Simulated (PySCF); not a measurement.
# [DyCl3(NH3)]− at several levels of theory

Computed with PySCF 2.14.0 (density fitting, no spin-orbit coupling) at the geometry relaxed with PBE0:

```xyz
8
[DyCl3(NH3)]− (singlet in the valence; each metal's 4f electrons, 10 of them, lie in its core potential, out of spins and levels)
Dy    0.0592   -0.0592    0.0592
Cl    1.2290    2.0816    1.2290
Cl   -2.0816   -1.2290    1.2290
Cl    1.2290   -1.2290   -2.0816
N    -1.4650    1.4650   -1.4650
H    -2.0655    2.0655   -0.9020
H    -0.9020    2.0655   -2.0655
H    -2.0655    0.9020   -2.0655
```

```tsv
level	basis	state	HOMO (eV)	gap (eV)	charge on Dy1 (e)	population of f-type functions on Dy1 (polarisation alone where 4f lies in the core)	dipole about the centre of mass (D)	largest force component (eV/Å)
PBE0	Dy lcecp-0-SVP with ECP56, Cl def2-SVP, N def2-SVP, H def2-SVP	singlet	–	–	0.38	0.02	4.58	0.00
BLYP	the same	singlet	–	–	0.12	0.02	4.56	0.27
PBE0	Dy lcecp-0-TZVP with ECP56, Cl def2-TZVP, N def2-TZVP, H def2-TZVP	singlet	–	–	1.03	0.03	4.34	0.22
```

In the lcecp rows the 4f levels are missing from HOMO and gap, and the state counts the valence alone.

Charges are Mulliken's, which hang on the basis. The relaxation used the grid (50, 194), these runs (75, 302) or, all-electron (x2c bases, spin-free X2C Hamiltonian), (99, 590).

Question: What does wB97X with Dy lcecp-0-SVP with ECP56, Cl def2-SVP, N def2-SVP, H def2-SVP give here?

Answer: state singlet, charge on Dy1 (e) 0.40, population of f-type functions on Dy1 (polarisation alone where 4f lies in the core) 0.02, dipole about the centre of mass (D) 4.59, largest force component (eV/Å) 0.01. Time: 16 s on 2 threads of Arm Neoverse V1, with other jobs on the host, from an already converged density.

An lcecp potential fixes the number of 4f electrons, so in runs with it no electron can move into or out of that shell; real Dy(II) is rare or takes another configuration.
